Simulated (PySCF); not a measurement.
Work out the structure from these simulated measurements.

Elements present: C, H, N, O and Si. Monoisotopic mass: 159.0536 u.

| Quantity | Value |
| --- | --- |
| Rotational structure | rotational constants A, B, C: 1.778, 0.634, 0.606 GHz [GFN2-xTB] |
| 1H NMR | chemical shifts (computed TMS as zero) by class: 5.16 (2 H), 2.66 (3 H), 1.99 (1 H), 0.20 (1 H), 0.16 (6 H) ppm [GIAO PBE0/pcSseg-1] |
| NMR, other nuclei | isotropic shieldings of nuclei other than C and H, by class: 234 (1 N), 283 (1 O), 354 (1 Si), 408 (1 Si) ppm [GIAO PBE0/pcSseg-1] |
| Dipole | 0.89 D [PBE0/pcSseg-1] |
| 13C NMR | chemical shifts (computed TMS as zero) by class: 102.6 (1 C), 90.7 (1 C), 29.5 (1 C), 1.3 (2 C) ppm [GIAO PBE0/pcSseg-1] |

The electronic properties come from PySCF, for the isolated species, density fitting. Levels stand in brackets. The structure is a single GFN2-xTB conformer in the gas phase; no vibrational or solvent corrections. GFN2-xTB frequencies show an imaginary mode (24i cm⁻¹), so this geometry is no minimum at that level. NMR values are class means; diastereotopic atoms form classes of their own.

Question: Which formula fits the mass and the elements?

Answer: C5H13NOSi2 (calculated 159.0536). No other formula that holds each of these elements comes within 0.0003 u with a fitting electron parity and a possible valence count.

Question: What is the compound? Reason from the data.

Answer: Numbering: `[CH:1]#[C:2][SiH2:3][O:4][Si:5]([CH3:6])([CH3:7])[NH:8][CH3:9]`. Its formula, C5H13NOSi2, gives 2 degrees of unsaturation: 0 rings and 2 π bonds in the structure found. 5 carbons fall into 4 classes; from least to most shielded: terminal alkyne carbon [C1] (102.6 ppm), alkyne carbon [C2] (90.7 ppm), N-methyl carbon [C9] (29.5 ppm), Si-methyl carbon [C6/C7] (1.3 ppm, 2 C). Hydrogen classes from least to most shielded: 2 H on an oxygen-bound silicon, Si3 (5.16 ppm), 3 H on an N-methyl carbon, C9 (2.66 ppm), 1 H on a terminal alkyne carbon, C1 (1.99 ppm), 1 H on a silicon-bound nitrogen, N8 (0.20 ppm), 6 H on 2 Si-methyl carbons, C6/C7 (0.16 ppm). The other shieldings belong to: 234 ppm, silicon-bound nitrogen [N8]; 283 ppm, siloxane oxygen [O4]; 354 ppm, oxygen-bound silicon [Si5]; 408 ppm, oxygen-bound silicon [Si3]. The optimised geometry has point group C1 and is an asymmetric top. Structure: `C#C[SiH2]O[Si](C)(C)NC`. Computed isomers that give other values at the same levels: `O=C[C@@H]1C[SiH2][C@H](N[SiH3])C1` (13C chemical shifts (computed TMS as zero) by class: 220.5 (1 C), 57.1 (1 C), 47.2 (1 C), 43.0 (1 C), 14.1 (1 C) ppm); `CCNC(=O)[Si@H]1CC[SiH2]1` (13C chemical shifts (computed TMS as zero) by class: 179.8 (1 C), 33.5 (1 C), 19.2 (1 C), 13.9 (1 C), 7.6 (1 C) ppm); `C=C/C(C)=N/[C@H]([SiH3])O[SiH3]` (13C chemical shifts (computed TMS as zero) by class: 164.4 (1 C), 153.1 (1 C), 124.2 (1 C), 84.8 (1 C), 17.2 (1 C) ppm). The assignments are read from this structure; whether some other isomer fits the data as well wasn't checked.

Conformer computed: `[CH:1]#[C:2][SiH2:3][O:4][Si:5]([CH3:6])([CH3:7])[NH:8][CH3:9]`: C2–Si3–O4–Si5 14°, Si3–O4–Si5–C6 -12°, O4–Si5–N8–C9 179°.
